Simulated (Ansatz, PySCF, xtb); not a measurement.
Complex: H2S (SMILES S) (first 3 atoms) with CH4O (SMILES CO); geometry from B3LYP-D3(BJ)/def2-TZVP.
(charge 0, multiplicity 1):
```xyz
9

S      0.080     1.495    -0.196
H      1.298     0.930    -0.213
H     -0.532     0.325    -0.436
C      0.159     0.105     3.258
O      0.246    -0.556     4.514
H     -0.858     0.446     3.035
H      0.449    -0.619     2.499
H      0.837     0.963     3.190
H     -0.007     0.063     5.205
```

Monomers are frozen at their geometry in the pair; levels with a basis set take the counterpoise correction. Rows marked so take none.

Rows in 3-21G carry no dispersion term and start afresh at each structure.

Programs: Ansatz (an electronic-structure program) with Gaussian orbitals; PySCF for 3-21G rows, the dispersion terms; xtb for the GFN methods. 

### Question
One of these levels gives -12.1 meV for the interaction energy. Which?
(A) GFN1-xTB
(B) revPBE-D4/def2-TZVPPD
(C) HF/3-21G (no counterpoise)

### Answer
C, HF/3-21G (no counterpoise). The others give -50.2 (GFN1-xTB), -31.2 (revPBE-D4/def2-TZVPPD)
